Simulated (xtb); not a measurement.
O2S, charge -1, doublet, at a GFN2-xTB geometry (a state made from the parent by changing its charge; the spin is typed, not shown lowest); GFN2-xTB run with xtb.

Here is a job for xtb.
```
$ xtb mol.xyz --gfn 2 --chrg -1 --uhf 1 --grad --json

# file mol.xyz
3

O     -1.24295900     0.47960799    -0.02685326
S     -0.02078318    -0.41688237     0.02148269
O      1.28452537     0.35415674    -0.01611211
```

### Question
Predict the main parts of the log of this xtb run.

### Answer

```
   ID    Z sym.   atoms
    1    8 O      1, 3
    2   16 S      2

           -------------------------------------------------
          |                Calculation Setup                |
           -------------------------------------------------

           -------------------------------------------------
          |                 G F N 2 - x T B                 |
           -------------------------------------------------

          ...................................................
          :                      SETUP                      :
          :.................................................:
          :  # basis functions                  18          :
          :  # atomic orbitals                  17          :
          :  # shells                            7          :
          :  # electrons                        19          :
          :  max. iterations                   250          :
          :  Hamiltonian                  GFN2-xTB          :
          :  restarted?                      false          :
          :  GBSA solvation                  false          :
          :  PC potential                    false          :
          :  electronic temp.          300.0000000     K    :
          :  accuracy                    1.0000000          :
          :  -> integral cutoff          0.2500000E+02      :
          :  -> integral neglect         0.1000000E-07      :
          :  -> SCF convergence          0.1000000E-05 Eh   :
          :  -> wf. convergence          0.1000000E-03 e    :
          :  Broyden damping             0.4000000          :
          :  net charge                         -1          :
          :  unpaired electrons                  1          :
          ...................................................

 iter      E             dE          RMSdq      gap      omega  full diag
   1    -11.5796750 -0.115797E+02  0.874E+00    4.58       0.0  T
   2    -11.5909844 -0.113094E-01  0.427E+00    4.49       1.0  T
   3    -11.5913430 -0.358642E-03  0.116E+00    4.43       1.0  T
   4    -11.5914377 -0.947014E-04  0.222E-01    4.44       1.0  T
   5    -11.5914412 -0.343412E-05  0.826E-02    4.44       1.0  T
   6    -11.5914417 -0.550813E-06  0.219E-02    4.44       2.6  T
   7    -11.5914418 -0.121629E-06  0.228E-03    4.44      25.3  T
   8    -11.5914418 -0.839952E-09  0.590E-04    4.44      97.8  T
   9    -11.5914418 -0.188134E-10  0.597E-05    4.44     966.7  T

   *** convergence criteria satisfied after 9 iterations ***

         :::::::::::::::::::::::::::::::::::::::::::::::::::::
         ::                     SUMMARY                     ::
         :::::::::::::::::::::::::::::::::::::::::::::::::::::
         :: total energy             -11.568270416398 Eh    ::
         :: gradient norm              0.000002577541 Eh/a0 ::
         :: HOMO-LUMO gap              4.435280684793 eV    ::
         ::.................................................::
         :: SCC energy               -11.591441837146 Eh    ::
         :: -> isotropic ES            0.204000935307 Eh    ::
         :: -> anisotropic ES         -0.009398642424 Eh    ::
         :: -> anisotropic XC         -0.003330546276 Eh    ::
         :: -> dispersion             -0.001400364283 Eh    ::
         :: repulsion energy           0.023171420748 Eh    ::
         :: add. restraining           0.000000000000 Eh    ::
         :: total charge              -1.000000000000 e     ::
         :::::::::::::::::::::::::::::::::::::::::::::::::::::

           -------------------------------------------------
          |                Property Printout                |
           -------------------------------------------------

    * Orbital Energies and Occupations

         #    Occupation            Energy/Eh            Energy/eV
      -------------------------------------------------------------
         1        2.0000           -0.5077140             -13.8156
         2        2.0000           -0.4288366             -11.6692
         3        2.0000           -0.3956039             -10.7649
         4        2.0000           -0.2847467              -7.7484
         5        2.0000           -0.2750116              -7.4834
         6        2.0000           -0.2705098              -7.3609
         7        2.0000           -0.2040298              -5.5519
         8        2.0000           -0.1874193              -5.0999
         9        2.0000           -0.1843530              -5.0165
        10        1.0000           -0.0807443              -2.1972 (HOMO)
        11                          0.0822493               2.2381 (LUMO)
        12                          0.1053378               2.8664
        13                          0.2578452               7.0163
        14                          0.3201901               8.7128
        15                          0.3387430               9.2177
        16                          0.7065327              19.2257
        17                          1.1140754              30.3155
      -------------------------------------------------------------
                  HL-Gap            0.1629936 Eh            4.4353 eV
             Fermi-level           -0.0658981 Eh           -1.7932 eV

     #   Z          covCN         q      C6AA      α(0)
     1   8 O        0.859    -0.569    25.372     6.753
     2  16 S        1.718     0.138   135.488    19.593
     3   8 O        0.859    -0.569    25.372     6.753

 Mol. C6AA /au·bohr⁶  :        464.904180
 Mol. C8AA /au·bohr⁸  :      15852.584216
 Mol. α(0) /au        :         33.099834

Wiberg/Mayer (AO) data.
largest (>0.10) Wiberg bond orders for each atom

 ---------------------------------------------------------------------------
     #   Z sym  total        # sym  WBO       # sym  WBO       # sym  WBO
 ---------------------------------------------------------------------------
     1   8 O    1.911 --     2 S    1.730     3 O    0.181
     2  16 S    3.460 --     1 O    1.730     3 O    1.730
     3   8 O    1.911 --     2 S    1.730     1 O    0.181
 ---------------------------------------------------------------------------

Topologies differ in total number of bonds
Writing topology from bond orders to xtbtopo.mol

molecular dipole:
                 x           y           z       tot (Debye)
 q only:       -0.050      -1.006       0.052
   full:       -0.036      -0.723       0.037       1.842
molecular quadrupole (traceless):
                xx          xy          yy          xz          yz          zz
 q only:       -6.174       0.437       2.611      -0.039       0.050       3.563
  q+dip:       -7.197       0.479       2.441      -0.045       0.121       4.756
   full:       -7.022       0.460       2.235      -0.044       0.133       4.787

           -------------------------------------------------
          | TOTAL ENERGY              -11.568270416398 Eh   |
          | GRADIENT NORM               0.000002577541 Eh/α |
          | HOMO-LUMO GAP               4.435280684793 eV   |
           -------------------------------------------------

normal termination of xtb
```
